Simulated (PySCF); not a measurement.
C4H9FSi, SMILES C1CCC[SiH]1F. Coordinates come from a PBE-D3(BJ)/def2-SVP optimisation. The values are those of a single conformer.

Computed equilibrium geometry at PBE-D3(BJ)/def2-SVP (PySCF confirms it by a frequency run) as a Z-matrix (one conformer of several):
```
C
H 1 1.1103
H 1 1.1127 2 106.38
C 1 1.5435 2 111.30 3 118.63
H 4 1.1102 1 111.35 2 -62.62
H 4 1.1128 5 106.26 1 -118.25
C 1 1.5470 2 112.19 3 -119.50
H 7 1.1082 1 113.59 2 74.02
H 7 1.1128 8 106.99 1 122.14
C 4 1.5486 5 111.97 6 -119.33
H 10 1.1079 4 113.23 5 77.38
H 10 1.1124 11 106.86 4 122.17
Si 7 1.8927 8 114.23 9 120.28
F 13 1.6507 7 111.64 8 24.88
H 13 1.5028 14 105.77 12 -130.86
```
